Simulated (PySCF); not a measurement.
Correlation energy of Nb (niobium, neutral)

Starting occupation: [Kr] 4d4 5p1, 4d5/2 with m_j = -1/2, +1/2, +3/2, +5/2, 5p3/2 with m_j = +3/2. Calculation: PySCF 2.14, in x2c-TZVPall-2c (8s9p7d1f, 77 functions); X2C-1e with screened-nucleus spin-orbit coupling, Gaussian nucleus. Frozen: [Ar] 3d10; 13 electrons correlated; the 6 highest virtual spinors left out.

MP2 pair energies summed by pair of shells (mhartree):

| pair | energy | share (%) |
| --- | --- | --- |
| 4d-4p | -89.56 | 35.9 |
| 4p-4p | -81.12 | 32.5 |
| 4d-4d | -28.11 | 11.3 |
| 4p-4s | -23.82 | 9.5 |
| 4d-4s | -9.82 | 3.9 |
| 4d-5p | -7.41 | 3.0 |
| 4s-4s | -4.81 | 1.9 |
| 4p-5p | -4.65 | 1.9 |
| 4s-5p | -0.22 | 0.1 |

Total MP2 correlation energy: -249.54 mhartree.

The GHF reference relaxed away from the jj start to a determinant that is no pure jj level (⟨S²⟩ = 8.75, ⟨J²⟩ = 35.81); the energies belong to that determinant.

This basis was not built for core-valence correlation, so the inner-shell part is incomplete.
